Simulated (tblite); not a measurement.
Species: C₇H₉F₃S.
Cartesian coordinates in Å at the GFN2-xTB level; atoms count from 1:
```xyz
20
C7H9F3S angstrom
F      0.9798    2.7856    0.2820
C      1.3724    1.5266    0.6615
C      0.3585    0.4978    0.2258
C      0.6904   -0.7959    0.1552
C      2.0508   -1.3139    0.5274
F      2.4301   -0.8935    1.7632
F      3.0143   -0.8629   -0.3199
S     -0.3682   -2.1056   -0.3636
C     -1.7682   -1.1438   -1.0183
C     -2.1062   -0.0050   -0.0756
C     -1.0052    1.0474   -0.0779
H      1.4670    1.5432    1.7547
H      2.3553    1.3584    0.2134
H      2.0883   -2.4129    0.5196
H     -1.4894   -0.7793   -2.0068
H     -2.5879   -1.8547   -1.1110
H     -3.0464    0.4544   -0.3866
H     -2.2396   -0.4020    0.9327
H     -0.9665    1.5475   -1.0512
H     -1.2344    1.8194    0.6602
```

Computed with GFN2-xTB (tblite): harmonic, unscaled wavenumbers at the GFN2-xTB geometry, gas phase. The method is semi-empirical: single wavenumbers can be off by several per cent or more. One conformer, not necessarily the lowest.

Harmonic wavenumbers (cm⁻¹): 53.8, 61.9, 84.4, 107.2, 157.6, 194.1, 222.6, 262.1, 298.9, 350.6, 364.7, 407.3, 452.5, 527.6, 550.6, 604.3, 694.5, 737.6, 841.3, 882.4, 908.9, 946.1, 969.4, 996.2, 1018.2, 1033.8, 1068.5, 1090.7, 1117.3, 1134.6, 1173.6, 1192.0, 1216.5, 1231.0, 1257.8, 1259.7, 1290.8, 1327.1, 1337.0, 1349.2, 1422.5, 1437.6, 1458.0, 1475.4, 1670.3, 2912.4, 2915.7, 2941.5, 2971.5, 2978.1, 2983.9, 2986.5, 2996.2, 3010.0.

A = 1077, B = 880.9, C = 545.8 MHz; mass 182.038 u (most abundant isotopes); point group C1, symmetry number 1.

Zero-point energy?

Half the sum of the wavenumbers: 32467 cm⁻¹ = 388.39 kJ/mol.

What is S at 200 K and 1 bar for an ideal gas of classical rigid rotors and harmonic oscillators?

Translation 165.46, rotation 123.92, vibration 93.14: S = 382.5 J/(mol K).

And Cp and H(200 K) − H(0)?

Cp = 131.98 J/(mol K), of which vibrations give 98.72 (their classical limit is 54 R = 449.0); H(200 K) − H(0) = 16.82 kJ/mol without the zero-point energy, 10.17 from vibrations.

Blend soft modes into free rotors: weight 1/[1 + (100 cm⁻¹/ν̃)⁴] for the oscillator and the rest for a rotor with moment μB/(μ + B), μ = h/(8π²ν), B = 10⁻⁴⁴ kg m². What vibrational entropy results?

86.56 J/(mol K) in place of 93.14, which changes −T·S at 200 K by +1.32 kJ/mol.

What must be added to the electronic energy to get the Gibbs energy at 200 K and 1 bar?

ZPE + [H(200 K) − H(0)] − T·S = 388.39 + 16.82 − 76.50 = 328.71 kJ/mol.

How do the functions run with temperature in this model?

```json
{"T (K)": "50", "S (J/(mol K))": "258.5", "Cp (J/(mol K))": "59.6", "H − H(0) (kJ/mol)": "2.18", "G − H(0) (kJ/mol)": "-10.74", "ln q(vib)": "0.58"}
{"T (K)": "100", "S (J/(mol K))": "308.3", "Cp (J/(mol K))": "86.5", "H − H(0) (kJ/mol)": "5.85", "G − H(0) (kJ/mol)": "-24.98", "ln q(vib)": "2.01"}
{"T (K)": "298.15", "S (J/(mol K))": "443.6", "Cp (J/(mol K))": "177.3", "H − H(0) (kJ/mol)": "31.98", "G − H(0) (kJ/mol)": "-100.27", "ln q(vib)": "8.05"}
{"T (K)": "373.15", "S (J/(mol K))": "487.2", "Cp (J/(mol K))": "212.1", "H − H(0) (kJ/mol)": "46.59", "G − H(0) (kJ/mol)": "-135.19", "ln q(vib)": "10.27"}
{"T (K)": "500", "S (J/(mol K))": "556.6", "Cp (J/(mol K))": "263.1", "H − H(0) (kJ/mol)": "76.86", "G − H(0) (kJ/mol)": "-201.45", "ln q(vib)": "13.99"}
{"T (K)": "750", "S (J/(mol K))": "677.5", "Cp (J/(mol K))": "332.2", "H − H(0) (kJ/mol)": "152.01", "G − H(0) (kJ/mol)": "-356.15", "ln q(vib)": "21.02"}
{"T (K)": "1000", "S (J/(mol K))": "779.4", "Cp (J/(mol K))": "374.9", "H − H(0) (kJ/mol)": "240.79", "G − H(0) (kJ/mol)": "-538.63", "ln q(vib)": "27.54"}
```

q(vib) and H(0) count from the zero-point level.

Which modes carry the vibrational entropy at 200 K?

53.8 cm⁻¹: 16.26; 61.9 cm⁻¹: 15.11; 84.4 cm⁻¹: 12.59; 107.2 cm⁻¹: 10.68; 157.6 cm⁻¹: 7.70; 194.1 cm⁻¹: 6.18 J/(mol K); the other 48 give 24.62 together.

Hindered rotation and anharmonicity are outside this model. Other conformers, if any are populated, would add a mixing term that is left out. The structure is chiral; the term R ln 2 for an equal mix with its mirror image is left out.
